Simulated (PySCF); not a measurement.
Sn(H)(F)(OH)2 (FH3O2Sn), SMILES [F][SnH]([OH])[OH].

The structure is a stationary point at B3LYP-D3(BJ)/def2-SVP. The def2 effective core potentials stand for the cores of Sn; spin–orbit coupling is left out. One conformer was computed; it need not be the lowest.

These are B3LYP-D3(BJ)/def2-SVP (PySCF) values and carry that method's errors.

Frequencies are harmonic and unscaled.

### Question
Estimate the vibrational spectrum. (An estimate is asked for; the answer gives what the named calculation found.)

### Answer

```tsv
mode	ν (cm⁻¹)	IR (km/mol)	Raman (Å⁴/amu)	depolarisation	moving atoms (share of kinetic energy)
1	108	39.1	3.1	0.75	O 49 %, H 38 %
2	161	25.3	1.7	0.75	F 43 %, O 37 %, H 13 %
3	183	26.7	2.1	0.69	H 53 %, O 25 %, Sn 12 %, F 10 %
4	194	101.2	0.7	0.72	H 42 %, O 26 %, F 21 %, Sn 11 %
5	237	106.5	1.9	0.74	H 58 %, O 35 %
6	538	38.1	18.4	0.74	H 96 %
7	551	49.6	16.1	0.75	H 95 %
8	621	24.6	18.9	0.02	O 46 %, F 46 %
9	629	69.0	6.1	0.44	O 49 %, F 35 %, Sn 15 %
10	643	88.0	6.8	0.62	O 78 %, Sn 15 %
11	856	108.8	3.3	0.75	H 92 %
12	867	64.1	2.7	0.62	H 92 %
13	1978	70.6	197.8	0.20	H 99 %
14	3808	73.8	97.9	0.28	H 94 %
15	3820	75.6	113.5	0.24	H 94 %
```
